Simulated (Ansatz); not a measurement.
Ansatz (a first-principles code) input file for ethynyl anion (C2H), SMILES [C-]#C, charge -1, PBE0-D3(BJ)/def2-TZVPD. 

Ansatz 0.2 input:
```yaml
crystal:
  periodic: [false, false, false]
  atoms:
    - {symbol: C, position_ang: [0.00000000, 0.00000000, 0.75597340]}
    - {symbol: C, position_ang: [0.00000000, 0.00000000, -0.49379417]}
    - {symbol: H, position_ang: [0.00000000, 0.00000000, -1.57307542]}
basis:
  gaussian:
    orbitals: def2-TZVPD
hamiltonian:
  xc: pbe0
  dispersion: d3bj
total_charge: -1
relax: {f_tol: 0.002, max_steps: 200}
```

Program output:

```
WARN ansatz: RAYON_NUM_THREADS=1 ignored (pool sized by the plan → 1); use --threads N
Functional definition: PBE0
integrals: 0.01 GiB planned
399 factors; their error is unknown
mean field: 0.15 GiB planned
mean field evaluation 1: about -2084.6843 eV, gradient 1.7e1 eV
mean field evaluation 2: about -2083.4393 eV, gradient 2.7e1 eV
mean field evaluation 4: about -2085.4995 eV, gradient 1.6e0 eV
mean field evaluation 8: about -2085.5100 eV, gradient 4.7e-2 eV
mean field -2085.51002752 eV, -76.6410799020 hartree, gradient 4.2e-5 eV, S^2 0.000000; 0 other end points of the search recorded, 0 dependent functions left out
the calculation of the forces begins
reference -2085.51005185 eV, -76.6410807961 hartree; 7, 7 occupied and 76, 76 virtual orbitals, 399 factors
relax step   1: F+E_penalty+E_count = -2085.53264840 eV  Δ(F+E_penalty+E_count) = +0.000e0 eV  max|allowed force component| = 9.405e-1 eV/Å  Δτ_max = 0.0000 Å  (26 SCF iters, accepted)
these checks for a lower state are left out or cut short: starts, cluster_reference, orbital_swaps, neighbouring_geometries, increment
integrals: 0.01 GiB planned
399 factors; their error is unknown
mean field: 0.15 GiB planned
mean field evaluation 16: about -2085.5097 eV, gradient 1.3e0 eV
mean field -2085.51654111 eV, -76.6413192719 hartree, gradient 7.8e-6 eV, S^2 0.000000; 0 other end points of the search recorded, 0 dependent functions left out
the calculation of the forces begins
reference -2085.51656528 eV, -76.6413201600 hartree; 7, 7 occupied and 76, 76 virtual orbitals, 399 factors
relax step   2: F+E_penalty+E_count = -2085.53917572 eV  Δ(F+E_penalty+E_count) = -6.527e-3 eV  max|allowed force component| = 9.652e-2 eV/Å  Δτ_max = 0.0089 Å  (31 SCF iters, accepted)
these checks for a lower state are left out or cut short: starts, cluster_reference, orbital_swaps, neighbouring_geometries, increment
integrals: 0.01 GiB planned
399 factors; their error is unknown
mean field: 0.15 GiB planned
mean field -2085.51668701 eV, -76.6413246336 hartree, gradient 7.8e-6 eV, S^2 0.000000; 0 other end points of the search recorded, 0 dependent functions left out
the calculation of the forces begins
reference -2085.51671114 eV, -76.6413255203 hartree; 7, 7 occupied and 76, 76 virtual orbitals, 399 factors
relax step   3: F+E_penalty+E_count = -2085.53932428 eV  Δ(F+E_penalty+E_count) = -1.486e-4 eV  max|allowed force component| = 2.046e-3 eV/Å  Δτ_max = 0.0019 Å  (32 SCF iters, accepted)
these checks for a lower state are left out or cut short: starts, cluster_reference, orbital_swaps, neighbouring_geometries, increment
integrals: 0.01 GiB planned
399 factors; their error is unknown
mean field: 0.15 GiB planned
mean field evaluation 32: about -2085.5122 eV, gradient 3.0e-1 eV
mean field -2085.51668710 eV, -76.6413246369 hartree, gradient 7.8e-6 eV, S^2 0.000000; 0 other end points of the search recorded, 0 dependent functions left out
the calculation of the forces begins
reference -2085.51671123 eV, -76.6413255237 hartree; 7, 7 occupied and 76, 76 virtual orbitals, 399 factors
relax step   4: F+E_penalty+E_count = -2085.53932432 eV  Δ(F+E_penalty+E_count) = -4.520e-8 eV  max|allowed force component| = 1.786e-5 eV/Å  Δτ_max = 0.0000 Å  (32 SCF iters, accepted)
integrals: 0.01 GiB planned
399 factors; their error is unknown
mean field: 0.15 GiB planned
mean field -2085.51668710 eV, -76.6413246369 hartree, gradient 7.8e-6 eV, S^2 0.000000; 1 other end points of the search recorded, 0 dependent functions left out
the calculation of the forces begins
reference -2085.51671123 eV, -76.6413255237 hartree; 7, 7 occupied and 76, 76 virtual orbitals, 399 factors
Total energy: -2085.53934845 eV, -76.6421574262 hartree
Atom 0 at     0.000000     0.000000     0.745604 Å, force     0.000000     0.000000    -0.000016 eV/Å
Atom 1 at    -0.000000    -0.000000    -0.492832 Å, force    -0.000000    -0.000000     0.000018 eV/Å
Atom 2 at     0.000000     0.000000    -1.563668 Å, force     0.000000     0.000000    -0.000002 eV/Å
Dipole moment:     0.000000     0.000000    -0.721839 e Å
```

The run converged.
